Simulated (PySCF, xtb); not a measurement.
CHCl, SMILES Cl[CH] (connectivity only; charge and spin as stated), neutral, multiplicity 1.

Coordinates come from a PBE0-D3(BJ)/def2-TZVPD optimisation. The isomer is the one that the SMILES or the coordinates give; other isomers of the formula were not compared.

Level of theory: PySCF with C-PCM-B3LYP/def2-TZVPD.

The values are the electrostatic part of the solvation free energy, E(continuum) − E(gas) at the gas-phase geometry, in a cavity of scaled van der Waals radii (PySCF's table); cavitation and dispersion terms are not included. In vacuum the orbital gap is 3.30 eV. The dipole moment in vacuum is 1.57 D.

```
solvent                ε  ΔG(elec) (kcal/mol)  dipole (D)  gap (eV)
-----------------  -----  -------------------  ----------  --------
water              78.36                 -3.1        2.10      3.44
dimethylsulfoxide  46.83                 -3.0        2.09      3.44
ethanol            24.85                 -3.0        2.08      3.44
```

For comparison, GFN2-xTB/ALPB(water) (xtb, at the GFN2-xTB geometry, all terms of that model) gives -0.1 kcal/mol.
